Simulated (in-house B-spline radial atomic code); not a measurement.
Computed with a B-spline radial atomic code. Model: two electrons, singlet ground state, non-relativistic, full CI in B-splines with partial waves to l = 8 (at full coupling up to 3e-4 hartree above the limit, correlation up to 0.6 % small), density held at that of full coupling by Lieb maximisation.

W(λ) is the mean repulsion in the state of coupling λ less the Hartree energy of the fixed density. Its start is exact exchange, its initial slope is twice the second-order Görling-Levy correlation energy, and its area from 0 to 1 is E_xc. A straight curve means weak, dynamic correlation, and a curve that drops fast and flattens means strong correlation.

Command:
```bash
python run_ac.py task.json out
```
Settings (lengths in bohr, energies in hartree):
```
potential              ball
strength               1
lmax                   8
wall_radius            0.514
```

Cost of the run: 4.8 s on 1 thread of Intel(R) Xeon(R) Processor @ 2.30GHz (shared host).

**W = mean repulsion less Hartree energy, and W of three functionals.**

Given: confinement empty hard sphere; hard wall radius 0.514 bohr; external potential zero inside.

Computed: LDA exchange minus exact 463.58 millihartree; PBE exchange minus exact 146.09 millihartree.

| coupling | W xc (hartree) | W xc minus exchange (millihartree) | kinetic minus Kohn-Sham (millihartree) | LDA (PW92) W minus its exchange (millihartree) | PBE W minus its exchange (millihartree) | SCAN W minus its exchange (millihartree) |
| --- | --- | --- | --- | --- | --- | --- |
| 0 | -3.4464 | 0 | 0 | 0 | 0 | 0 |
| 0.02 | -3.4486 | -2.215 | 0 | -15.09 | -4.05 | -1.97 |
| 0.05 | ? | ? | ? | ? | ? | ? |
| 0.12 | -3.4596 | -13.189 | 0.8 | -64.48 | -23.36 | -11.61 |
| 0.25 | -3.4736 | -27.215 | 3.4 | -112.89 | -46.75 | -23.81 |
| 0.4 | -3.4895 | -43.069 | 8.5 | -159.35 | -71.93 | -37.53 |
| 0.6 | -3.5101 | -63.672 | 18.8 | -212.39 | -103.17 | -55.28 |
| 0.8 | ? | ? | ? | ? | ? | ? |
| 1 | -3.5495 | -103.11 | 50.3 | -300.53 | -159.64 | -89.21 |
| 1.4 | -3.5868 | -140.34 | 94.9 | -373.92 | -210.09 | -121.29 |
| 2 | -3.6388 | -192.33 | 183.1 | -466.77 | -277.44 | -166.41 |
| 3 | -3.7163 | -269.86 | 376 | -592.45 | -373.65 | -234.78 |
| 4.5 | -3.8147 | -368.23 | 742.5 | -739.67 | -492.1 | -324.28 |
| 7 | -3.9425 | -496.13 | 1469.9 | -921.98 | -645.44 | -447.01 |
| 10 | -4.0552 | -608.81 | 2418.7 | -1081.5 | -784.22 | -562.87 |

Problem. What belongs in the row 0.05?

Solution. W xc (hartree): -3.4519; W xc minus exchange (millihartree): -5.525; kinetic minus Kohn-Sham (millihartree): 0.1; LDA (PW92) W minus its exchange (millihartree): -32.13; PBE W minus its exchange (millihartree): -9.99; SCAN W minus its exchange (millihartree): -4.89.

Problem. What belongs in the row 0.8?

Solution. W xc (hartree): -3.5301; W xc minus exchange (millihartree): -83.68; kinetic minus Kohn-Sham (millihartree): 32.8; LDA (PW92) W minus its exchange (millihartree): -258.81; PBE W minus its exchange (millihartree): -132.28; SCAN W minus its exchange (millihartree): -72.49.

Problem. What is the SCAN exchange minus exact?

Solution. -31.077 millihartree.

**Energy parts, natural occupations and partial-wave weights.**

Computed: total energy 40.7650 hartree; exchange energy -3.4464 hartree; correlation energy -0.052816 hartree; kinetic part of the DFT correlation energy 0.050299 hartree; initial slope twice GL2 -0.11088 hartree; Hartree energy 6.8928 hartree; Kohn-Sham kinetic 37.371 hartree.

```
natural  occupation of the shell (electrons)
      s                               1.9979
      p                             0.001894
      d                           9.4251e-05
      s                           4.5745e-05
      f                                    ?
      p                           9.7891e-06
```

Problem. What belongs in the row f?

Solution. occupation of the shell (electrons): 1.3071e-05.

```
wave      weight
   s     0.99899
   p  0.00095214
   d  4.8454e-05
   f           ?
   g  1.6191e-06
```

Problem. What belongs in the row f?

Solution. weight: 6.9637e-06.

Problem. What is the kinetic part over minus potential part?

Solution. 0.4878.

Problem. What is the Lieb Oxford ratio E_xc over LDA exchange?

Solution. 1.1731.

Half-way to full coupling W has made 52 % of its drop, against 50 % for a straight line, and second-order (GL2) theory, half the initial slope, overshoots the correlation energy by about 5 %: correlation is weak here. Over couplings 0 to 1 the errors in E_xc come to about +340 millihartree for LDA, +114 millihartree for PBE, -24 millihartree for SCAN, so SCAN is nearest. In LDA and PBE and SCAN the errors of exchange and correlation have opposite signs, so the sum is smaller than the larger of the two.
